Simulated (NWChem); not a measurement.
# C₂H₈BNO; SMILES CNB(C)O

```xyz
13

B      0.0514     0.5239     0.0000
C     -0.7599     1.8791     0.0000
H     -1.8527     1.7480     0.0000
H     -0.4894     2.4833    -0.8814
H     -0.4894     2.4833     0.8814
N     -0.6231    -0.7229     0.0000
C     -0.0696    -2.0483     0.0000
H     -1.6346    -0.6974     0.0000
H     -0.3622    -2.6322    -0.8911
H     -0.3622    -2.6322     0.8911
H      1.0311    -2.0103     0.0000
O      1.4215     0.6182     0.0000
H      1.8690    -0.2324     0.0000
```
Atoms are numbered in this order, from 1.

Program: NWChem. Pople sets run with spherical d functions. All runs use the structure optimised with PBE0/def2-SVP. No frequency run checked for a minimum. Total energies compare along this basis series because the functional is fixed.

```
level           basis functions  energy (Ha)  highest occupied level (eV)  orbital gap (eV)  dipole (D)  relative time
--------------  ---------------  -----------  ---------------------------  ----------------  ----------  -------------
PBE/STO-3G                   33    -232.6115                        -2.66              7.13        2.33              1
PBE/3-21G                    61    -234.3514                        -5.13              6.60        2.80              2
PBE/6-31G*                   86    -235.6275                        -5.34              6.41        2.49              3
PBE/6-31+G*                 106    -235.6437                        -5.76              5.09        2.70              5
PBE/6-311G**                138    -235.7117                        -5.61              5.72        2.57              7
PBE/6-311++G**              166    -235.7188                        -5.82              5.00        2.64             20
```

The last column is a rough cost ratio, cheapest run = 1.
